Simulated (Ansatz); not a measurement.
## One elementary step

Start structure (AlSiN₂H₉, singlet), relaxed at PBE0-D4/def2-TZVP:

```
13
angstrom
Al -0.2415 -0.6974 -0.0142
Si 1.7539 0.3617 0.9202
N -1.3448 -1.6243 1.0141
N -0.5979 -0.5096 -1.7397
H -0.6287 3.0302 -0.6775
H -0.7864 2.3760 -1.0038
H 2.5813 1.0053 -0.1413
H 1.4057 1.4273 1.9048
H 2.6359 -0.6075 1.6337
H -2.1874 -2.0885 0.7163
H -1.2088 -1.7596 2.0024
H 0.0080 -0.0247 -2.3814
H -1.3894 -0.8887 -2.2337
```

The step: AlSiN₂H₇ ([NH2][Al]([NH2])[SiH3]) + H₂ → AlN₂H₅ ([NH2][AlH][NH2]) + SiH₄; bonds formed: Al1–H6, Si2–H5; bonds broken: Al1–Si2, H5–H6. Ansatz 0.2.0; basis: def2-TZVPP and def2-QZVPP; cores frozen in the correlated methods. Extrapolation: Hartree–Fock as exp(−7.88 √X), correlation as X^−2.97. Energies below are by CCSD(T) at an estimated basis limit (MP2 extrapolated from triple and quadruple zeta, plus CCSD(T) − MP2 in triple zeta).

Problem. What are the electronic barrier and the energy of the step, from the start structure to the end structure? (An estimate is asked for; the value comes from the calculation.)

Solution. By the calculation: Barrier 1.678 eV; step energy -0.191 eV (downhill); reverse barrier, their difference, 1.869 eV. Barrier and step energy count from the start structure, the reverse barrier from the end structure.

The saddle point: One imaginary mode of 1158i cm⁻¹.
```
   pair  start (Å)  saddle (Å)  end (Å)
 Al1–H6       3.27        1.73     1.58
 Si2–H5       3.92        1.92     1.49
Al1–Si2       2.44        2.67     3.41
  H5–H6       0.75        1.10     2.84
```

Zero-point energy (harmonic, PBE0-D4): ZPE is 2.376 eV at the start and 2.401 eV at the saddle, so the barrier goes from 1.678 to 1.703 eV.

The T1 diagnostic stays at or below 0.013.

Labels in which every atom is bracketed show which atoms are joined, not bond orders.

For scale, one of the runs: CCSD(T)/def2-TZVPP, 272 basis functions (an equivalent command: `ansatz run in.yaml --threads 4`). Time: 100 s of wall clock on 4 CPU threads; the host was shared. Peak host memory: 6.8 GiB.
